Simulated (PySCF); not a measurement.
C4H2ClF, SMILES C(=C(/C#C)Cl)/F.

Geometry: ωB97X-D3(BJ)/def2-SVP. The structure was generated by enumeration; whether it is a known compound was not checked.

Two levels are set side by side: TDA-PBE/def2-SVPD (PySCF) and TDA-PBE0/def2-SVPD (PySCF). Vertical, same geometry. The lowest singlet is HOMO→LUMO+1 99 % with PBE and HOMO→LUMO+1 97 % with the other functional; states are paired by order. Differences are taken from unrounded values.

| quantity | TDA-PBE0 | TDA-PBE | TDA-PBE minus TDA-PBE0 |
|---|---|---|---|
| lowest singlet excitation (eV) | 5.13 | 4.68 | -0.45 |
| lowest triplet excitation (TDA) (eV) | 3.23 | 3.22 | -0.01 |
| first bright state (f over 0.05) (eV) | 5.74 | 5.47 | -0.27 |
| its oscillator strength | 0.22 | 0.20 | -0.01 |

Functionals without exact exchange tend to place singlet excitations lower, as here. Differences between two approximate levels are no errors against the true value.

Rough cost on one machine, each run with all the roots and properties that it gave: TDA-PBE0 against TDA-PBE within a factor of 2.
